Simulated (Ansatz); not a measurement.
Program: Ansatz. Geometries: PBE0-D4/def2-TZVP. ΔE: electronic, gas phase. CBS: MP2 limit from def2 TZ/QZ plus the TZ coupled-cluster correction, frozen cores. DFT in def2-TZVPP. B3LYP here is the variant with VWN-RPA as its local correlation; programs differ in this. For Ge outer-core shells are correlated without core-valence functions, which leaves a few kJ/mol of doubt a bond. Scalar relativity is left out up to krypton. Each species was taken in one conformer, which may not be the lowest.

Reaction (cleavage of the Si–Ge bond): `C[NH][GeH2][SiH3]` + `BN[SiH2]F` → `BN([SiH3])[SiH2]F` + `C[NH][GeH3]`

(1) Is it downhill or uphill in electronic energy at CCSD(T)/CBS, and by how much? (Estimate.)

(2) What do these levels give: PBE-D4, r2SCAN-D4, ωB97X-V, ωB97M-V, B2PLYP, PBE, r2SCAN, B3LYP, HF/def2-TZVPP, SCS-MP2/def2-TZVPP, HF/CBS(def2), MP2/CBS(def2)? (An estimate is asked.)

Largest T1 diagnostic among the species: 0.012.

Results:

(1) Computed: Downhill: ΔE = -6.0 kcal/mol.

(2) The calculation gave: PBE-D4 -1.4, r2SCAN-D4 -4.1, ωB97X-V -5.7, ωB97M-V -6.2, B2PLYP -5.6, PBE -0.8, r2SCAN -4.0, B3LYP -4.0, HF/def2-TZVPP -8.7, SCS-MP2/def2-TZVPP -7.9, HF/CBS(def2) -9.2, MP2/CBS(def2) -7.4 kcal/mol.

The D4 term adds −1.0 kcal/mol with B3LYP and −0.5 kcal/mol with PBE0; it sums over pairs of atoms, weighted by their polarisabilities, and B3LYP, whose exchange is more repulsive, gets the larger term. In def2-TZVPP, CCSD(T) changes the Hartree–Fock value by +2.6 kcal/mol (the triples alone add +0.3 kcal/mol) and MP2 by +1.2 kcal/mol. From PBE to PBE0 (25 % exact exchange), in def2-TZVPP and without D4, ΔE moves by −1.7 kcal/mol.
